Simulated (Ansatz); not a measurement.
Reaction (cleavage of the Si–Si bond): `C[C@@H]1[AlH][Si@H]1[SiH3]` + `C=C(F)S` → `C=C(F)S[SiH3]` + `C[CH]1[AlH][SiH2]1`

Isolated molecules relaxed with PBE0-D4/def2-TZVP in Ansatz; ΔE leaves out vibrations. CCSD(T)/CBS adds triple-zeta CCSD(T) − MP2 to the extrapolated MP2 energy (def2 sets, frozen cores). Functionals use def2-TZVPP. One conformer a species, not always the lowest.

`C[C@@H]1[AlH][Si@H]1[SiH3]`:

Cartesian coordinates in Å:
```
C 0.794 2.022 0.185
C -0.053 0.854 0.641
Al -0.355 -0.162 2.274
Si 0.308 -0.993 0.198
Si -0.740 -1.952 -1.649
H 0.750 2.167 -0.899
H 1.844 1.866 0.444
H 0.483 2.960 0.656
H -1.114 0.987 0.346
H -0.718 -0.029 3.809
H 1.786 -1.224 0.168
H -2.185 -1.595 -1.614
H -0.177 -1.465 -2.941
H -0.622 -3.436 -1.620
```

`C=C(F)S`:

Cartesian coordinates in Å:
```
C 0.220 0.785 0.494
C -0.517 -0.212 0.036
F -1.793 -0.349 0.411
S -0.106 -1.511 -1.068
H 1.250 0.901 0.196
H -0.217 1.500 1.179
H 1.163 -1.114 -1.247
```

`C=C(F)S[SiH3]`:

Z-matrix (Å, degrees):
```
Si
S 1 2.151
H 1 1.483 2 103.3
H 1 1.483 2 110.2 3 -118.6
H 1 1.481 2 112.0 3 118.4
C 2 1.754 1 99.9 3 170.9
F 6 1.342 2 114.3 1 42.9
C 6 1.322 2 125.3 1 -139.9
H 8 1.082 6 120.1 2 -174.4
H 8 1.079 6 120.2 2 5.0
```

`C[CH]1[AlH][SiH2]1`:

```xyz
11

C     0.053    0.284   -1.527
C    -0.286   -0.231   -0.145
Al    0.344   -1.542    1.153
Si   -0.037    0.728    1.496
H    -0.583    1.124   -1.825
H     1.087    0.636   -1.564
H    -0.049   -0.494   -2.290
H    -1.348   -0.557   -0.087
H     0.741   -3.068    1.314
H    -1.138    1.580    2.032
H     1.215    1.540    1.443
```

Problem. Is it downhill or uphill in electronic energy at CCSD(T)/CBS, and by how much? (Best estimate.)

Solution. Computed: Downhill: ΔE = -10.6 kcal/mol.

Problem. What do these levels give: r2SCAN-D4, PBE, SCS-MP2/def2-TZVPP, HF/def2-QZVPP, MP2/CBS(def2), CCSD/CBS(def2)? (An estimate is asked.)

Solution. Ansatz gave: r2SCAN-D4 -9.6, PBE -7.8, SCS-MP2/def2-TZVPP -11.8, HF/def2-QZVPP -12.6, MP2/CBS(def2) -12.3, CCSD/CBS(def2) -10.8 kcal/mol.

Largest T1 diagnostic among the species: 0.013.

From PBE to PBE0 (25 % exact exchange), in def2-TZVPP and without D4, ΔE moves by −0.9 kcal/mol. In def2-TZVPP, CCSD(T) changes the Hartree–Fock value by +2.5 kcal/mol (the triples alone add +0.2 kcal/mol) and MP2 by +0.8 kcal/mol.
